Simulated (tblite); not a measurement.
Compound: C6H6NO2 (doublet state).
Cartesian coordinates in Å at the GFN2-xTB level; atoms count from 1:
```xyz
15
C6H6NO2 angstrom
C     -0.7835    2.3355    0.1762
C     -0.5697    1.1132    0.1100
C     -0.9777   -0.3464    0.5801
C     -2.2291   -0.8667    0.0532
O     -3.1148   -1.3247    0.7379
C      0.2092   -0.0812   -0.2986
N      1.5241   -0.2599    0.2026
C      2.5586   -0.5839   -0.6107
O      2.4693   -0.7766   -1.7941
H     -1.2957    3.2173    0.4411
H     -0.8133   -0.5072    1.6394
H     -2.3246   -0.7959   -1.0464
H      0.1552   -0.3640   -1.3460
H      1.6815   -0.0863    1.1834
H      3.5063   -0.6650   -0.0501
```

The geometry is computed with GFN2-xTB (gas phase). This method treats the open shell by occupation alone, without spin polarisation.

Take the most abundant isotopes and a rigid rotor. The values belong to one conformer with, in the numbering `[H]/[C:1]=[C:2]1\[C@@H:3]([CH:4]=[O:5])[C@@H:6]1[NH:7][CH:8]=[O:9]`, C2–C3–C4–O5 -128°, C3–C6–N7–C8 152°, C6–N7–C8–O9 -2°.

(1) Give the principal moments of inertia and the rotational constants in cm⁻¹.

(2) What kind of rotor is it?

(3) Is it planar, by Δ = Ic − Ia − Ib?

(4) Give the other two planar moments, Paa and Pbb, and the rms extents of the mass along the axes.

(5) List the rotational levels J(Ka,Kc) to J = 3 (MHz).

(6) Estimate the classical rotational partition function at 50 K, 200 K and 298.15 K.

## Answers

(1) Ia = 179.34, Ib = 543.89, Ic = 654.38 u·Å²; 505379 MHz·u·Å²/I gives 2818, 929.2 and 772.3 MHz, that is A = 0.09400, B = 0.03099, C = 0.02576 cm⁻¹.

(2) An asymmetric top: κ = (2 × 929.2 − 2818 − 772.3)/(2818 − 772.3) = -0.85.

(3) Not planar: Δ = Ic − Ia − Ib = -68.85 u·Å². For a rigid frame Δ = −2 Σ m c², so Σ m c² = 34.42 u·Å² lies off the ab plane: 9.98 from hydrogen and 24.45 from heavier atoms. The atom farthest from that plane is 1.72 Å away.

(4) Paa = Σ m a² = (Ib + Ic − Ia)/2 = 509.46 and Pbb = Σ m b² = (Ia + Ic − Ib)/2 = 144.92 u·Å². With the mass M = 124.04 u, the rms extents √(P/M) along a, b and c are 2.03, 1.08, 0.53 Å.

(5) Above 0(0,0):
J = 1: 1(0,1) 1701, 1(1,1) 3590, 1(1,0) 3747
J = 2: 2(0,2) 5095, 2(1,2) 6836, 2(1,1) 7307, 2(2,1) 12973, 2(2,0) 12983
J = 3: 3(0,3) 10162, 3(1,3) 11700, 3(1,2) 12641, 3(2,2) 18078, 3(2,1) 18124, 3(3,1) 27919, 3(3,0) 27920

(6) Point group C1, symmetry number σ = 1; q = (√π/σ)·√((kT/h)³/(ABC)), k/h = 20836.6 MHz/K: 41900 at 50 K, 335000 at 200 K, 610000 at 298.15 K.

For this open shell read J as N, the rotation without spin; fine and hyperfine splittings come on top. Its GFN2-xTB frequencies are all real (lowest 40 cm⁻¹). No vibrational averaging or centrifugal distortion is included, and the geometry carries the error of its method.

Hardware: one thread, Arm Neoverse V2 (aarch64), no GPU, shared host with 192 logical CPUs at a one-minute load of 197. Cost: 0.68 s of wall time. These figures are those of the optimisation.
